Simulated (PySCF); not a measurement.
Si(CCH)2(Cl)(F) (C₄H₂ClFSi), SMILES C#C[Si](Cl)(F)C#C. Atoms are numbered in the order given.

```xyz
9

C      0.5294     1.5158    -2.5007
C      0.2051     0.9065    -1.5031
Si    -0.2687     0.0026     0.0000
F     -1.8699    -0.2076     0.0000
Cl     0.5966    -1.8440     0.0000
C      0.2051     0.9065     1.5031
C      0.5294     1.5158     2.5007
H      0.8167     2.0561    -3.3880
H      0.8167     2.0561     3.3880
```

The structure is a stationary point at ωB97X-D3(BJ)/def2-SVP. This is a generated structure with no PubChem entry under its InChIKey; it may be hypothetical.

All values below come from PBE/pcSseg-1 (PySCF).

GIAO shieldings, no solvent; atoms alike by connectivity are averaged. δ = σ(ref) − σ: ¹³C against TMS (σ = 182.0 ppm); ²⁹Si against TMS (σ = 335.4 ppm); ¹⁹F against CFCl3 (σ = 133.6 ppm); ³⁵Cl against HCl (σ = 936.5 ppm); ¹H against TMS (σ = 31.49 ppm), references at their B3LYP-D3(BJ)/def2-TZVP geometries, non-relativistic (without spin–orbit terms, shifts of atoms bonded to Cl or Br come out too high).

Computed chemical shifts:
```tsv
nucleus	atoms	count	δ (ppm)
¹³C	C1, C7	2	100.9
¹³C	C2, C6	2	84.5
²⁹Si	Si3	1	-51.4
¹⁹F	F4	1	-146.5
³⁵Cl	Cl5	1	122.4
¹H	H8, H9	2	2.72
```
